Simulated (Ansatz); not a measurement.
`[NH2][Ti]([NH2])([Br])[Br]`. Charge 0, multiplicity 1. The structure was optimised at the PBE0-D4/def2-TZVP level. It is one conformer, not always the lowest.

```xyz
9

N    -1.455    0.174    0.569
Ti    0.272   -0.436    0.284
N     0.954    0.612   -1.076
Br    1.541   -0.127    2.258
Br    0.195   -2.700   -0.405
H    -1.916    0.923    0.076
H    -2.064   -0.229    1.271
H     1.518    1.439   -0.926
H     0.955    0.344   -2.052
```

Q: What is the dipole moment at ωB97M-V/def2-TZVPP? (An estimate is asked.)

A: Ansatz gave: 3.68 D, with components (-1.56, 2.75, -1.87) D in this frame, pointing from negative to positive charge.

Q: And with PBE, r2SCAN, B3LYP? (Estimate.)

A: Ansatz gave: PBE 3.47 D, r2SCAN 3.59 D, B3LYP 3.53 D.

Q: Give the Mulliken charges with ωB97M-V, PBE, B3LYP in def2-TZVPP. (Best estimate.)

A: The calculation gave: 
```csv
atom,ωB97M-V,PBE,B3LYP
N1,-0.36,-0.41,-0.43
Ti2,0.59,0.60,0.73
N3,-0.40,-0.45,-0.46
Br4,-0.18,-0.20,-0.22
Br5,-0.18,-0.20,-0.22
H6,0.14,0.17,0.16
H7,0.13,0.16,0.15
H8,0.14,0.16,0.15
H9,0.14,0.17,0.15
```

B3LYP here is the variant with VWN-RPA as its local correlation; programs differ in this.
